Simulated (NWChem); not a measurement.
System: SiPH4, doublet; SMILES [SiH3][PH]

NWChem input:

```
start job
memory heap 200 mb stack 900 mb global 1100 mb
geometry units angstroms noautosym nocenter noautoz
  Si     0.027389     1.021023     0.001066
  P      0.080189    -1.227262     0.003807
  H     -0.693288     1.527140     1.201183
  H      1.417701     1.543788     0.016382
  H     -0.665048     1.523660    -1.217057
  H     -1.344350    -1.290991    -0.005042
end
basis spherical
  Si library sto-3g
  P library sto-3g
  H library sto-3g
end
dft
  odft
  mult 2
  xc b3lyp
  iterations 150
end
cosmo
  do_cosmo_smd true
  solvent water
end
task dft energy
```

Parts of the log:

```
             Northwest Computational Chemistry Package (NWChem) 7.3.0
             --------------------------------------------------------

                             Geometry "geometry" -> ""
                             -------------------------

 Output coordinates in angstroms (scale by  1.889725989 to convert to a.u.)

  No.       Tag          Charge          X              Y              Z
 ---- ---------------- ---------- -------------- -------------- --------------
    1 Si                  14.0000     0.02738900     1.02102300     0.00106600
    2 P                   15.0000     0.08018900    -1.22726200     0.00380700
    3 H                    1.0000    -0.69328800     1.52714000     1.20118300
    4 H                    1.0000     1.41770100     1.54378800     0.01638200
    5 H                    1.0000    -0.66504800     1.52366000    -1.21705700
    6 H                    1.0000    -1.34435000    -1.29099100    -0.00504200

 Effective nuclear repulsion energy (a.u.)      81.5036039197

                                 NWChem DFT Module
                                 -----------------

 Summary of "ao basis" -> "ao basis" (spherical)
 ------------------------------------------------------------------------------
       Tag                 Description            Shells   Functions and Types
 ---------------- ------------------------------  ------  ---------------------
 Si                          sto-3g                  5        9   3s2p
 P                           sto-3g                  5        9   3s2p
 H                           sto-3g                  1        1   1s

 in cosmo_initialize ...
 calling solv_data for solv:h2o

 solvent parameters
 solvname_short: h2o
 solvname_long:  water
 dielec:       78.4000
 dielecinf:     1.7769
 aqueous SMD model solvent descriptors
 dielec:       78.4000
 sola:          0.8200

          ---------------
          -cosmo- solvent
          ---------------
 Cosmo: York-Karplus, doi: 10.1021/jp992097l
 dielectric constant -eps-     =  78.40
 screen = (eps-1)/(eps    )    =   0.98724
 surface charge correction     = lagrangian

   van der Waals surface
 --------------------------

 ---------- ATOMIC COORDINATES (A.U.) ------------ VDWR(ANG.) --
     1    0.05175771    1.92945370    0.00201445     2.470
     2    0.15153524   -2.31918890    0.00719419     2.120
     3   -1.31012435    2.88587615    2.26990673     1.200
     4    2.67906642    2.91733630    0.03095749     1.200
     5   -1.25675849    2.87929990   -2.29990424     1.200
     6   -2.54045313   -2.43961924   -0.00952800     1.200
 number of segments per atom =        128
 number of   points per atom =        128
 atom (   nspa,  nppa )
 ----------------------
    1 (     93,     0 )       0
    2 (     84,     0 )       0
    3 (     32,     0 )       0
    4 (     32,     0 )       0
    5 (     33,     0 )       0
    6 (     52,     0 )       0
 number of -cosmo- surface points =      326
 molecular surface =    102.771 angstrom**2
 molecular volume  =     91.295 angstrom**3
 -lineq- algorithm             =   0
 -bem- low  level              =   3
 -bem- from -octahedral-
 gaussian surface charge width =   4.50000
 degree of switching           =   1.00000
 switching function tolerance  =   0.00010
 atomic radii =
 --------------
    1 14.000  2.470
    2 15.000  2.120
    3  1.000  1.200
    4  1.000  1.200
    5  1.000  1.200
    6  1.000  1.200
 ...... end of -cosmo- initialization ......

 nat:                     6
 ixmem:                  2111
 calling mnsol_interface()
 G(SMD-CDS) energy (kcal/mol)  =     2.275
 SMD-CDS SASA (angstrom**2)    =   117.014

            General Information
            -------------------
          SCF calculation type: DFT
          Wavefunction type:  spin polarized.
          No. of atoms     :     6
          No. of electrons :    33
           Alpha electrons :    17
            Beta electrons :    16
          Charge           :     0
          Spin multiplicity:     2
          Use of symmetry is: off; symmetry adaption is: off
          Maximum number of iterations: 150
          AO basis - number of functions:    22
                     number of shells:    14
          Convergence on energy requested:  1.00D-06
          Convergence on density requested:  1.00D-05
          Convergence on gradient requested:  5.00D-04

              XC Information
              --------------
                         B3LYP Method XC Potential
                     Hartree-Fock (Exact) Exchange  0.200
                        Slater Exchange Functional  0.800 local
                    Becke 1988 Exchange Functional  0.720 non-local
              Lee-Yang-Parr Correlation Functional  0.810
                  VWN I RPA Correlation Functional  0.190 local

             Grid Information
             ----------------
          Grid used for XC integration:  medium
          Radial quadrature: Mura-Knowles
          Angular quadrature: Lebedev.
          Tag              B.-S. Rad. Rad. Pts. Rad. Cut. Ang. Pts.
          ---              ---------- --------- --------- ---------
          Si                  1.10       88           8.0       590
          P                   1.00       88           8.0       590
          H                   0.35       45          10.0       434
          Grid pruning is: on
          Number of quadrature shells:   356
          Spatial weights used:  Erf1

      Superposition of Atomic Density Guess
      -------------------------------------

 Sum of atomic energies:        -624.11109401

      Non-variational initial energy
      ------------------------------

 Total energy =    -623.683852
 1-e energy   =   -1035.856957
 2-e energy   =     330.669501
 HOMO         =       0.030810
 LUMO         =       0.387463

[...]

                                COSMO-SMD solvation results
                                ---------------------------

             internal energy in gas <Psi(g)|H|Psi(g)> =      -625.985494059378
         internal energy in solvent <Psi(s)|H|Psi(s)> =      -625.985452729456
                               delta internal energy  =         0.000041329921 (    0.03 kcal/mol)
   total free energy in solvent <Psi(s)|H+V/2|Psi(s)> =      -625.986532693683
 polarization energy contribution <Psi(s)|V/2|Psi(s)> =        -0.001079964226 (   -0.68 kcal/mol)
    total free energy in solvent including G(SMD-CDS) =      -625.982907744819
                       G(SMD-CDS) energy contribution =         0.003624948864 (    2.27 kcal/mol)
     1 M fixed-concentration free energy of solvation =         0.002586314559 (    1.62 kcal/mol)

                    DFT Final Alpha Molecular Orbital Analysis
                    ------------------------------------------

 Vector   15  Occ=1.000000D+00  E=-2.523913D-01
              MO Center=  6.4D-02, -2.3D-01,  4.6D-03, r^2= 3.2D+00
   Bfn.  Coefficient  Atom+Function         Bfn.  Coefficient  Atom+Function
  ----- ------------  ---------------      ----- ------------  ---------------
    22      0.483040  6 H  s                 20      0.412777  4 H  s
    16     -0.408889  2 P  px                 8      0.281261  1 Si py
    15     -0.276712  2 P  s                 17     -0.269259  2 P  py
     7      0.191090  1 Si px                12      0.154112  2 P  px
     4     -0.114573  1 Si py                13      0.097837  2 P  py

 Vector   16  Occ=1.000000D+00  E=-1.750151D-01
              MO Center=  1.0D-01, -8.7D-01,  3.6D-03, r^2= 2.5D+00
   Bfn.  Coefficient  Atom+Function         Bfn.  Coefficient  Atom+Function
  ----- ------------  ---------------      ----- ------------  ---------------
    17      0.583940  2 P  py                15     -0.512725  2 P  s
     8     -0.411824  1 Si py                16     -0.329347  2 P  px
    22      0.207855  6 H  s                 13     -0.204924  2 P  py
     6      0.195804  1 Si s                 19     -0.174050  3 H  s
    21     -0.173291  5 H  s                  4      0.158328  1 Si py

 Vector   17  Occ=1.000000D+00  E=-1.203647D-01
              MO Center=  5.0D-02, -1.1D+00,  3.0D-03, r^2= 1.5D+00
   Bfn.  Coefficient  Atom+Function         Bfn.  Coefficient  Atom+Function
  ----- ------------  ---------------      ----- ------------  ---------------
    18      1.014679  2 P  pz                14     -0.332664  2 P  pz
    21      0.156148  5 H  s                 19     -0.155124  3 H  s

 Vector   18  Occ=0.000000D+00  E= 2.202920D-01
              MO Center= -1.6D-02, -2.2D-01,  2.8D-03, r^2= 2.3D+00
   Bfn.  Coefficient  Atom+Function         Bfn.  Coefficient  Atom+Function
  ----- ------------  ---------------      ----- ------------  ---------------
    17      0.896459  2 P  py                 6     -0.795984  1 Si s
     8      0.651268  1 Si py                19      0.283536  3 H  s
    21      0.281936  5 H  s                 13     -0.263190  2 P  py
    15      0.262171  2 P  s                 16      0.216980  2 P  px
     4     -0.204274  1 Si py                22      0.200740  6 H  s

 Vector   19  Occ=0.000000D+00  E= 3.017554D-01
              MO Center= -3.5D-01, -6.3D-01,  1.0D-03, r^2= 2.8D+00
   Bfn.  Coefficient  Atom+Function         Bfn.  Coefficient  Atom+Function
  ----- ------------  ---------------      ----- ------------  ---------------
    22      0.936704  6 H  s                 16      0.826817  2 P  px
    15     -0.531630  2 P  s                 20     -0.509273  4 H  s
     7      0.483244  1 Si px                 6      0.322662  1 Si s
    12     -0.231531  2 P  px                 3     -0.141131  1 Si px
    17     -0.135789  2 P  py                 8     -0.098528  1 Si py

 Vector   20  Occ=0.000000D+00  E= 3.295757D-01
              MO Center= -8.9D-02,  1.5D+00, -1.2D-03, r^2= 1.9D+00
   Bfn.  Coefficient  Atom+Function         Bfn.  Coefficient  Atom+Function
  ----- ------------  ---------------      ----- ------------  ---------------
     6      0.875947  1 Si s                  8      0.842901  1 Si py
    19     -0.665751  3 H  s                 21     -0.665985  5 H  s
    20     -0.547119  4 H  s                  4     -0.247761  1 Si py
    17      0.187621  2 P  py                 2     -0.160271  1 Si s
    15      0.144764  2 P  s                  7     -0.121793  1 Si px

                     DFT Final Beta Molecular Orbital Analysis
                     -----------------------------------------

 Vector   14  Occ=1.000000D+00  E=-2.866531D-01
              MO Center= -4.2D-01,  1.3D+00, -1.3D-02, r^2= 2.0D+00
   Bfn.  Coefficient  Atom+Function         Bfn.  Coefficient  Atom+Function
  ----- ------------  ---------------      ----- ------------  ---------------
    21     -0.489675  5 H  s                 19      0.484785  3 H  s
     9      0.473840  1 Si pz                 5     -0.205293  1 Si pz
    18      0.068725  2 P  pz                14     -0.025550  2 P  pz

 Vector   15  Occ=1.000000D+00  E=-2.449741D-01
              MO Center=  1.3D-02, -3.1D-01,  3.7D-03, r^2= 3.0D+00
   Bfn.  Coefficient  Atom+Function         Bfn.  Coefficient  Atom+Function
  ----- ------------  ---------------      ----- ------------  ---------------
    22      0.499617  6 H  s                 16     -0.396653  2 P  px
    20      0.375823  4 H  s                  8      0.327782  1 Si py
    15     -0.299416  2 P  s                 17     -0.280559  2 P  py
    12      0.150897  2 P  px                 7      0.148321  1 Si px
     4     -0.132094  1 Si py                13      0.103114  2 P  py

 Vector   16  Occ=1.000000D+00  E=-1.577519D-01
              MO Center=  1.3D-01, -9.4D-01,  3.9D-03, r^2= 2.4D+00
   Bfn.  Coefficient  Atom+Function         Bfn.  Coefficient  Atom+Function
  ----- ------------  ---------------      ----- ------------  ---------------
    15      0.568238  2 P  s                 17     -0.553542  2 P  py
     8      0.405565  1 Si py                16      0.346570  2 P  px
    22     -0.218343  6 H  s                  6     -0.205807  1 Si s
    13      0.194711  2 P  py                19      0.166970  3 H  s
    21      0.166209  5 H  s                  4     -0.153784  1 Si py

 Vector   17  Occ=0.000000D+00  E= 3.316945D-02
              MO Center=  5.6D-02, -1.1D+00,  3.2D-03, r^2= 1.4D+00
   Bfn.  Coefficient  Atom+Function         Bfn.  Coefficient  Atom+Function
  ----- ------------  ---------------      ----- ------------  ---------------
    18      1.010642  2 P  pz                14     -0.331636  2 P  pz
    21      0.160601  5 H  s                 19     -0.159604  3 H  s
     9      0.099594  1 Si pz                 5     -0.026907  1 Si pz

 Vector   18  Occ=0.000000D+00  E= 2.322920D-01
              MO Center= -2.3D-02, -2.7D-01,  2.9D-03, r^2= 2.3D+00
   Bfn.  Coefficient  Atom+Function         Bfn.  Coefficient  Atom+Function
  ----- ------------  ---------------      ----- ------------  ---------------
    17      0.907982  2 P  py                 6     -0.789667  1 Si s
     8      0.622290  1 Si py                19      0.290972  3 H  s
    21      0.289120  5 H  s                 13     -0.267610  2 P  py
    15      0.255435  2 P  s                 16      0.241435  2 P  px
    22      0.215696  6 H  s                  4     -0.194042  1 Si py

 Vector   19  Occ=0.000000D+00  E= 3.118815D-01
              MO Center= -1.2D-01, -2.7D-01,  2.4D-03, r^2= 3.3D+00
   Bfn.  Coefficient  Atom+Function         Bfn.  Coefficient  Atom+Function
  ----- ------------  ---------------      ----- ------------  ---------------
    22      0.841051  6 H  s                 16      0.737376  2 P  px
    20     -0.662571  4 H  s                  7      0.596774  1 Si px
    15     -0.501680  2 P  s                  6      0.432624  1 Si s
    12     -0.206924  2 P  px                 3     -0.173978  1 Si px
    17     -0.133091  2 P  py                11      0.091457  2 P  s

   alpha - beta orbital overlaps
   -----------------------------

   alpha      1      2      3      4      5      6      7      8      9     10
    beta      1      2      3      4      7      5      6      8     10      9
 overlap   1.000  1.000  1.000  1.000  1.000  1.000  1.000  0.992  0.992  1.000

   alpha     11     12     13     14     15     16     17     18     19     20
    beta     11     12     13     14     15     16     17     18     19     20
 overlap   0.986  0.986  0.995  0.998  0.994  0.998  0.997  0.999  0.985  0.994

   alpha     21     22
    beta     21     22
 overlap   0.999  0.991

     --------------------------
     Expectation value of S2:
     --------------------------
      <S2> =      0.7520 (Exact =     0.7500)

     Multipole analysis of the density
     ---------------------------------

     L   x y z        total         alpha         beta         nuclear
     -   - - -        -----         -----         ----         -------
     0   0 0 0     -0.000000    -17.000000    -16.000000     33.000000

     1   1 0 0     -0.143948     -0.435903     -0.277411      0.569367
     1   0 1 0     -0.005338      1.905059     -0.377808     -1.532589
     1   0 0 1     -0.000733     -0.067375     -0.060904      0.127547

[...]
```

Level: B3LYP/STO-3G, spin-unrestricted, SMD on the gas-phase geometry. Structure relaxed at the PBE0-D3(BJ)/def2-TZVP, spin-unrestricted level. No stability test was run on the SCF state. B3LYP is NWChem's, with the RPA form of VWN correlation. Solvent: water.
